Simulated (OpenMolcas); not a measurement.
## What dynamic correlation does to the levels of neutral molybdenum

```yaml
Program: OpenMolcas
Basis: ANO-RCC-VDZP [6s5p3d1f]
Scalar_Hamiltonian: DKH2, point nucleus
Active_space: 6 electrons in 6 orbitals (4d 5s)
State_averaging: 2S+1 = 7 even, 1 root; 2S+1 = 5 even, 23 roots kept (CI in the orbitals of an earlier block); 2S+1 = 3 even, 30 roots kept (CI in the orbitals of an earlier block); 2S+1 = 1 even, 1 root kept (CI in the orbitals of an earlier block, 0 in the spin-orbit step)
Spin-orbit_coupling: RASSI with atomic mean-field integrals over the reference wave functions, term energies averaged over their components
```

Methods on the same reference wave functions:
A. CASSCF
B. SS-CASPT2, IPEA 0.25 Eh, imaginary shift 0.1 Eh (closed shells correlated: 4s 4p)
C. MS-CASPT2, IPEA 0.25 Eh, imaginary shift 0.1 Eh (closed shells correlated: 4s 4p)

Energies in eV above 4d5 5s 7S3, the measured ground level; measured values from NIST Handbook of Basic Atomic Spectroscopic Data.

```csv
Level,A,B,C,Measured
4d5 5s 7S3,0.0000,0.0000,0.0000,0.0000
4d5 5s 5S2,2.0804,1.545,1.546,1.3351
4d4 5s2 5D0,2.5688,1.630,1.383,1.3596
4d4 5s2 5D1,2.5785,1.640,1.399,
4d4 5s2 5D2,2.5982,1.661,1.432,
4d4 5s2 5D3,2.6283,1.692,1.480,
4d4 5s2 5D4,2.6727,1.733,1.543,
4d5 5s 5G4,2.8208,2.539,2.539,
4d5 5s 5G5,2.8208,2.539,2.539,
4d5 5s 5G3,2.8208,2.539,2.539,
4d5 5s 5G6,2.8208,2.539,2.539,
4d5 5s 5G2,2.8208,2.539,2.539,2.0632
4d5 5s 5P3 [69 %],3.2130,2.698,2.718,
4d5 5s 5P2 [65 %],3.2148,2.698,2.723,
4d5 5s 5P1 [68 %],3.2180,2.717,2.739,
```

Deviations, from unrounded energies. A percentage is the sum of absolute deviations over the sum of measured energies, with the sign that they share, or ± where signs differ.

```
                        Against measurement  Levels      A      B      C
             mean absolute deviation (cm-1)       3   7300   2600   1900
other terms of the ground configuration (%)       2  +44.2  +20.2  +20.2
                   other configurations (%)       1  +88.9  +19.9   +1.7
```

C lies closest to measurement on these levels and A furthest from it. The largest miss of C in the table is 4d5 5s 5G2, by +3800 cm-1. The ranking rests on the paired levels alone, and a cruder setting can come out closer through cancelling errors.

Between B and C the level of the table that moves most is 4d4 5s2 5D0, by 2000 cm-1 (lowest in C, highest in B). Moves below CASPT2's spread within the term are not significant.

From A to B the spin-free energies of the other terms of 4d5 5s shown, above 7S, scale by factors of 0.74 to 0.90.

The lowest spin-free term lies below A's lowest term by 0.292 hartree in B, 0.292 hartree in C.

CASPT2 breaks the degeneracy within a term, and the mean is taken; among the terms shown or strongly mixed into the levels shown the widest spread is 570 cm-1 (4d5 5s 5G, C). Some high roots are left out of the spin-orbit mixing, which shifts the levels that they would mix with. Terms from blocks run as CI alone lack orbitals of their own. Configurations are named by rounded mean occupations; where the s occupation lies near a half they are strongly mixed, a name can repeat and a true partner stay unpaired. A single d shell beside an s shell can misplace configurations of different d count against each other. Without dynamic correlation excited terms often stand tens of per cent too high (terms of higher spin than the ground term too low), and those without a measured partner can miss by more than the paired ones (holds for A). Some terms miss by over 15 % even with CASPT2, which points to a basis or an active space too small for the shells correlated (holds for B; C). Computed and measured levels are paired by configuration, term and J; levels that our copy of the source lacks, or whose pairing is in doubt (as where it misses far off the trend of its configuration), stay unpaired and out of the deviations. Only configurations of the active space appear. The table leaves out levels that lie high or whose names do not pair safely across all columns.

A share in square brackets marks a mixed level and gives the weight of the term that names it, the lowest over the columns.
